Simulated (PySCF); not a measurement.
HI, SMILES I.

The structure is a stationary point at B3LYP-D3(BJ)/def2-TZVPD. The def2 effective core potentials stand for the cores of I; spin–orbit coupling is left out.

Two levels are set side by side: PBE/def2-TZVPD (PySCF) and HF/def2-TZVPD (PySCF). Same geometry, gas phase. Differences are taken from unrounded values.

| quantity | HF |
|---|---|
| orbital gap (eV) | 11.94 |
| highest occupied level (eV) | -10.54 |
| lowest empty level (eV) | 1.41 |
| dipole moment (D) | 0.53 |
| mean polarisability (bohr³) | 35.1 |

Question: What does PBE give, and how far is it from HF? (The exact figures need the calculation; the answer reports its results.)

Answer: 
```json
[
 {"quantity": "orbital gap (eV)", "PBE": "4.97", "PBE minus HF": "-6.98"},
 {"quantity": "highest occupied level (eV)", "PBE": "-6.79", "PBE minus HF": "3.74"},
 {"quantity": "lowest empty level (eV)", "PBE": "-1.83", "PBE minus HF": "-3.23"},
 {"quantity": "dipole moment (D)", "PBE": "0.41", "PBE minus HF": "-0.13"},
 {"quantity": "mean polarisability (bohr³)", "PBE": "37.6", "PBE minus HF": "2.4"}
]
```

Without exact exchange PBE keeps part of each electron's self-repulsion, which lifts occupied levels and narrows the gap. PBE's more diffuse valence density responds more strongly to a field. Differences between two approximate levels are no errors against the true value.
